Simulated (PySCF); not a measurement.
H2P, charge -1, singlet, at a GFN2-xTB geometry (in this run its highest filled SCF level lies above zero, so its values depend strongly on the basis, on diffuse functions most of all); CAMB3LYP/cc-pVTZ (PySCF).

The PySCF input:
```python
from pyscf import gto, scf, dft

mol = gto.M(
    atom='''
P    -0.001499    0.074311    0.082110
H     0.970783   -0.554794   -0.600600
H    -0.948298   -0.559867   -0.631046
''',
    basis='cc-pvtz',
    charge=-1,
    spin=0,
    verbose=4,
)

mf = dft.RKS(mol)
mf.xc = 'camb3lyp'
mf.kernel()
```

It wrote (shortened):

```
PySCF version 2.14.0

[INPUT] verbose = 4
[INPUT] num. atoms = 3
[INPUT] num. electrons = 18
[INPUT] charge = -1
[INPUT] spin (= nelec alpha-beta = 2S) = 0
[INPUT] symmetry False subgroup None
[INPUT] Mole.unit = angstrom
[INPUT] Symbol           X                Y                Z      unit          X                Y                Z       unit  Magmom
[INPUT]  1 P     -0.001499000000   0.074311000000   0.082110000000 AA   -0.002832699461   0.140427438043   0.155165412088 Bohr   0.0
[INPUT]  2 H      0.970783000000  -0.554794000000  -0.600600000000 AA    1.834513996384  -1.048408715552  -1.134969510414 Bohr   0.0
[INPUT]  3 H     -0.948298000000  -0.559867000000  -0.631046000000 AA   -1.792023504473  -1.057995296182  -1.192504112002 Bohr   0.0

nuclear repulsion = 12.0848770221043
number of shells = 21
number of NR pGTOs = 91
number of NR cGTOs = 62
basis = cc-pvtz
ecp = {}

******** <class 'pyscf.dft.rks.RKS'> ********
method = RKS
initial guess = minao
damping factor = 0
level_shift factor = 0
DIIS = <class 'pyscf.scf.diis.CDIIS'>
diis_start_cycle = 1
diis_space = 8
diis_damp = 0
SCF conv_tol = 1e-09
SCF conv_tol_grad = None
SCF max_cycles = 50
direct_scf = True
direct_scf_tol = 1e-13
XC library pyscf.dft.libxc version 7.1.2
    S. Lehtola, C. Steigemann, M. J. T. Oliveira, and M. A. L. Marques,  SoftwareX 7, 1–5 (2018)
XC functionals = camb3lyp
    T. Yanai, D. P. Tew, and N. C. Handy,  Chem. Phys. Lett. 393, 51 (2004)
radial grids:
    Treutler-Ahlrichs [JCP 102, 346 (1995); DOI:10.1063/1.469408] (M4) radial grids

becke partition: Becke, JCP 88, 2547 (1988); DOI:10.1063/1.454033
pruning grids: <function nwchem_prune>
grids dens level: 3
symmetrized grids: False
atomic radii adjust function: <function treutler_atomic_radii_adjust>
small_rho_cutoff = 0
Set gradient conv threshold to 3.16228e-05
Initial guess from minao.
tot grids = 38800
init E= -342.373892419893
  HOMO = -0.216504066052032  LUMO = 0.0398683486384268  gap/eV = 6.97625
cycle= 1 E= -342.508399420182  delta_E= -0.135  |g|= 0.292  |ddm|= 1.05
  HOMO = 0.0797663125409827  LUMO = 0.318404192506518  gap/eV = 6.49367
cycle= 2 E= -342.533704887348  delta_E= -0.0253  |g|= 0.226  |ddm|= 0.874
  HOMO = 0.0209280630122803  LUMO = 0.302450673777864  gap/eV = 7.66062
cycle= 3 E= -342.548139065177  delta_E= -0.0144  |g|= 0.0164  |ddm|= 0.262
  HOMO = 0.014160801621304  LUMO = 0.299858105949809  gap/eV = 7.77422
cycle= 4 E= -342.548212505046  delta_E= -7.34e-05  |g|= 0.00275  |ddm|= 0.0184
  HOMO = 0.0134733769455444  LUMO = 0.29962424216153  gap/eV = 7.78656
cycle= 5 E= -342.548216506568  delta_E= -4e-06  |g|= 0.000524  |ddm|= 0.00601
  HOMO = 0.0134802716192688  LUMO = 0.29956326089776  gap/eV = 7.78471
cycle= 6 E= -342.548216651135  delta_E= -1.45e-07  |g|= 0.000164  |ddm|= 0.00088
  HOMO = 0.0135088441281663  LUMO = 0.299587357319159  gap/eV = 7.78459
cycle= 7 E= -342.548216664962  delta_E= -1.38e-08  |g|= 1.38e-05  |ddm|= 0.000297
  HOMO = 0.0135084735885416  LUMO = 0.299586722357214  gap/eV = 7.78459
cycle= 8 E= -342.54821666508  delta_E= -1.18e-10  |g|= 1.3e-06  |ddm|= 3.33e-05
  HOMO = 0.013508342711483  LUMO = 0.299586760390616  gap/eV = 7.78459
Extra cycle  E= -342.548216665079  delta_E= 3.41e-13  |g|= 4.28e-07  |ddm|= 2.92e-06
converged SCF energy = -342.548216665079
```
